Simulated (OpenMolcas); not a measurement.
# Ni2+: ligand-field states by method

Ni2+ with its 8 nearest fluoride ions at 2.212 Å, on the Ca site of CaF2 (a = 5.46294 Å, distance in the model lattice 2.366 Å). The rest of the host is ab initio model potentials to 7.6 Å and point charges beyond; the distance is set by hand and nothing relaxes. Ligand basis ANO-RCC-VDZP.

```json
{
 "Program": "OpenMolcas",
 "Basis": "ANO-RCC-VDZP [5s4p2d1f]",
 "Scalar Hamiltonian": "DKH2, point nucleus",
 "Active space": "8 electrons in 5 orbitals (3d)",
 "State averaging": "2S+1 = 3 even, 10 roots; 2S+1 = 1 even, 15 roots",
 "Spin-orbit coupling": "state interaction with AMFI integrals over the reference wave functions"
}
```

I. CASSCF
II. SS-CASPT2, IPEA 0.25 Eh, imaginary shift 0.1 Eh (closed shells correlated: 3s 3p and the ligand valence shells)

Spin-free states (labels of O, the rotations of Oh) in cm-1, each column counted from its own energy of the first state listed:

| State | Degeneracy | I | II |
| --- | --- | --- | --- |
| 3T1 | 3 | 0 | 0 |
| 3T2 | 3 | 2539 | 2600 |
| 3A2 | 1 | 5647 | 7720 |
| 1T2 | 3 | 16853 | 12820 |
| 1E | 2 | 17869 | 14190 |
| 3T1 | 3 | 21229 | 18630 |
| 1T2 | 3 | 25830 | 22700 |
| 1T1 | 3 | 27260 | 25020 |
| 1A1 | 1 | 27661 | 24910 |
| 1E | 2 | 27792 | 26140 |
| 1A1 | 1 | 63047 | 52550 |

From I to II, I's first state of the same spin (3T2) moves from 2539 to 2600 cm-1, by about +60 cm-1.

From I to II, I's first state of another spin (1T2) moves from 16853 to 12820 cm-1, by about -4000 cm-1.

I: A least-squares ligand-field fit to the states below 45000 cm-1, each weighted by its degeneracy and with a free common offset, gives 10Dq = -3022 cm-1 (negative for this site), B = 1279 cm-1 and C = 4708 cm-1 (C/B = 3.68), with an rms deviation of 47 cm-1. 

χT at 300 K: I 2.59, II 2.58 cm3 K/mol.

Roots that are degenerate in the reference are averaged as groups; the widest CASPT2 spread within a group is 570 cm-1 (the 3-fold group of multiplicity 1 near 25000 cm-1 above the lowest state of its run, II). Shifts and gaps below about the spread of the groups concerned are not significant. Over all roots computed the reference weight is 0.68 to 0.69 in II; a low but even weight reflects the number of correlated electrons. An orbital triplet at a regular site is open to Jahn-Teller coupling, which can distort the site and quench the lowest spin-orbit gaps and is left out. Ligand-to-metal charge-transfer states are missing. Without dynamic correlation the repulsion within the d shell is too large (B by tens of per cent), so at a given field states of lower spin stand too high (holds for I). With no ligand orbital active B as a rule stays too high, so bands that hang on it stand too high and its fall with covalency is understated (holds for I). With metal d orbitals alone and no dynamic correlation 10Dq can be off by a tenth to a fifth, either way, in oxide and fluoride hosts (holds for I). A single d shell leaves out the double-shell effect, which counts most for late 3d ions, where the CASPT2 field can be off either way by tens of per cent (holds for II). These CASPT2 states fit no ligand-field parameters well, so their order and spin gaps are uncertain (holds for II). For late 3d ions with one d shell CASPT2 can put B and the spin-flip bands somewhat low as well as high (holds for II). With one d shell and no ligand orbital active, 10Dq can be off by tens of per cent for divalent 3d ions, low with halides held by bare charges and at times high in hosts (holds for II). Free-ion shares, where given, are those of the reference states; single-state CASPT2 does not remix them (holds for II). No measured value stands beside these numbers; the geometry was set by hand and not optimised.
